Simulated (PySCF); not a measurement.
## Electronic structure of Ti (titanium, neutral) at the B97-3 level

Configuration: [Ar] 3d2 4s1 5s1, high-spin 5F determinant (an excited configuration). Computed with PySCF 2.14 in aug-cc-pVTZ (8s7p5d3f2g, 93 functions), with the non-relativistic Hamiltonian (point nucleus).

- Total energy: -849.094 hartree
- One-electron energy: -1159.933 hartree
- Hartree (Coulomb) energy: 352.655 hartree
- Exchange-correlation energy: -41.816 hartree
- Kinetic energy: 848.04861 hartree
- ⟨S²⟩: 6.0007
- ⟨L²⟩: 12.010
- Sum of ⟨r⟩: 26.34 bohr
- Sum of ⟨r²⟩: 119.7 bohr²
- Density at the nucleus (Gaussians lack the cusp): 7080 bohr⁻³
- Spin density at the nucleus: 3.66 bohr⁻³
- Langevin diamagnetic susceptibility: -94.8 ×10⁻⁶ cm³/mol

```csv
shell,electrons,mean orbital energy (hartree),"rms radius, mean of both spins (bohr)"
1s α,1,-179.35710,0.0812
1s β,1,-179.35467,0.0812
2s α,1,-20.19045,0.355
2s β,1,-20.16483,0.355
2p α,3,-16.85756,0.322
2p β,3,-16.83592,0.322
3s α,1,-2.61370,1.09
3s β,1,-2.53158,1.09
3p α,3,-1.70661,1.18
3p β,3,-1.62030,1.18
3d α,2,-0.40492,1.68
4s α,1,-0.29529,3.47
5s α,1,-0.06261,9.51
```

The outer electron is Rydberg-like, and this basis confines it to a smaller radius and binds it less than a complete one would.
